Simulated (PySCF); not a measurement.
Compound: C₄H₁₂NSi (doublet state).
Cartesian coordinates in Å at the GFN2-xTB level; atoms count from 1:
```xyz
18
C4H12NSi angstrom
C     -1.5973   -0.9447    0.7963
N     -0.8284   -0.0061    0.0247
C     -1.6647    0.8688   -0.7517
Si     0.7775    0.4650    0.5014
C      1.6998   -1.1231    1.0210
C      1.6143    1.2329   -1.0330
H     -2.2515   -0.4405    1.5194
H     -2.2298   -1.5390    0.1297
H     -0.9346   -1.6135    1.3362
H     -2.2807    0.2790   -1.4377
H     -2.3383    1.4589   -0.1170
H     -1.0513    1.5503   -1.3326
H      2.7663   -0.9309    1.0779
H      1.5419   -1.9209    0.2974
H      1.3850   -1.4858    1.9942
H      1.2695    2.2425   -1.2321
H      2.6883    1.2813   -0.8851
H      1.4253    0.6320   -1.9207
```

The hyperfine couplings belong to this conformer and change with its torsions.

The species is `C[Si](N(C)C)C` [radical].

Computed, not measured: UKS B3LYP, pcH-1 on C H N Si, non-relativistic, mean-field spin-orbit, GIAO (PySCF 2.14.0). The structure is a single GFN2-xTB conformer in the gas phase; no vibrational or solvent corrections. The geometry wasn't refined by DFT: couplings that depend on bond lengths, twists or pyramidal angles can differ widely from those at the functional's own minimum, by a factor of two or more for some ions and for spin on atoms past the first row. Stability of the SCF solution: not tested.

Mulliken spin populations: C1 -0.012, N2 +0.141, C3 -0.012, Si4 +0.759, C5 +0.026, C6 +0.027, H7 +0.013, H8 +0.005, H9 0.000, H10 +0.005, H11 +0.013, H12 0.000, H13 -0.002, H14 +0.024, H15 -0.004, H16 -0.004, H17 -0.002, H18 +0.024.

Question: Give the computed dipolar 1H tensors of H7, H8, H9, H10, H11, H12, H13, H14, H15, H16, H17, H18.

Answer: 
| atom | position | distance from Si4 (Å) | T1 (MHz) | T2 | T3 |
| --- | --- | --- | --- | --- | --- |
| H7 | 3 bonds from Si4 | 3.32 | -2.49 | -1.43 | 3.92 |
| H8 | 3 bonds from Si4 | 3.63 | -1.93 | -1.52 | 3.45 |
| H9 | 3 bonds from Si4 | 2.82 | -2.50 | -1.50 | 4.00 |
| H10 | 3 bonds from Si4 | 3.63 | -1.94 | -1.51 | 3.44 |
| H11 | 3 bonds from Si4 | 3.33 | -2.49 | -1.42 | 3.91 |
| H12 | 3 bonds from Si4 | 2.81 | -2.54 | -1.51 | 4.05 |
| H13 | 2 bonds from Si4 | 2.50 | -4.50 | -2.08 | 6.58 |
| H14 | 2 bonds from Si4 | 2.51 | -4.10 | -0.47 | 4.57 |
| H15 | 2 bonds from Si4 | 2.53 | -4.75 | -2.80 | 7.55 |
| H16 | 2 bonds from Si4 | 2.53 | -4.80 | -2.83 | 7.64 |
| H17 | 2 bonds from Si4 | 2.50 | -4.50 | -2.04 | 6.53 |
| H18 | 2 bonds from Si4 | 2.51 | -4.13 | -0.48 | 4.61 |

Question: Estimate them with point dipoles: put each population ρk at its nucleus, leave out the nucleus itself and the atom bound to it, and sum T = Σ [ρk/(2S)]·C·(3 n nᵀ − 1)/r³ with C = μ0 gₑ μB g_N μN/(4π h) = 79.06 MHz Å³.

Answer: 
```json
{"atom": "H7", "T1 (MHz)": "-2.81", "T2": "-2.39", "T3": "5.20", "T3, computed": "3.92", "difference in T3 (%)": "+33"}
{"atom": "H8", "T1 (MHz)": "-2.53", "T2": "-2.27", "T3": "4.80", "T3, computed": "3.45", "difference in T3 (%)": "+39"}
{"atom": "H9", "T1 (MHz)": "-4.01", "T2": "-2.60", "T3": "6.62", "T3, computed": "4.00", "difference in T3 (%)": "+65"}
{"atom": "H10", "T1 (MHz)": "-2.53", "T2": "-2.28", "T3": "4.81", "T3, computed": "3.44", "difference in T3 (%)": "+40"}
{"atom": "H11", "T1 (MHz)": "-2.80", "T2": "-2.39", "T3": "5.19", "T3, computed": "3.91", "difference in T3 (%)": "+33"}
{"atom": "H12", "T1 (MHz)": "-4.04", "T2": "-2.63", "T3": "6.67", "T3, computed": "4.05", "difference in T3 (%)": "+65"}
{"atom": "H13", "T1 (MHz)": "-4.46", "T2": "-3.48", "T3": "7.94", "T3, computed": "6.58", "difference in T3 (%)": "+21"}
{"atom": "H14", "T1 (MHz)": "-4.22", "T2": "-3.90", "T3": "8.12", "T3, computed": "4.57", "difference in T3 (%)": "+78"}
{"atom": "H15", "T1 (MHz)": "-4.23", "T2": "-3.45", "T3": "7.68", "T3, computed": "7.55", "difference in T3 (%)": "+2"}
{"atom": "H16", "T1 (MHz)": "-4.22", "T2": "-3.45", "T3": "7.67", "T3, computed": "7.64", "difference in T3 (%)": "+1"}
{"atom": "H17", "T1 (MHz)": "-4.45", "T2": "-3.48", "T3": "7.94", "T3, computed": "6.53", "difference in T3 (%)": "+22"}
{"atom": "H18", "T1 (MHz)": "-4.22", "T2": "-3.90", "T3": "8.12", "T3, computed": "4.61", "difference in T3 (%)": "+76"}
```

In T3 the estimate is closest for H16 (+1 %, 2.53 Å from Si4) and worst for H14 (+78 %, 2.51 Å).

Question: If all the spin sat on Si4, T∥ = 2C/r³. What distance does the computed T3 of H15 then imply?

Answer: r = (2 × 79.06/7.55)^(1/3) = 2.76 Å, against 2.53 Å in the structure.

Hardware: one thread, Arm Neoverse V1 (aarch64), shared host. Cost: 81 s of wall time (grids of density and orbitals included), 1.0 GiB resident at most.
